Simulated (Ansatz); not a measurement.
Ansatz results at the PBE0-D4/def2-TZVP geometry: HOMO energy (PBE0/def2-TZVPP) -7.25 eV; LUMO energy (PBE/def2-TZVPP) -2.77 eV; HOMO–LUMO gap (PBE/def2-TZVPP) 3.20 eV.

Each molecule was computed in one conformer, which needn't be the lowest.

Q: Which molecule gave them?
A. `[F][InH][I]`
B. `[CH3][In]([CH3])[SeH]`
C. `CC(C)(C)[NH][In]([Cl])[Cl]`
D. `C#[C][In]([C]#C)[C]#C`

A: C. The others give `[F][InH][I]`: -7.93, -2.79, 3.99; `[CH3][In]([CH3])[SeH]`: -6.73, -1.70, 3.95; `C#[C][In]([C]#C)[C]#C`: -8.20, -2.92, 4.06.
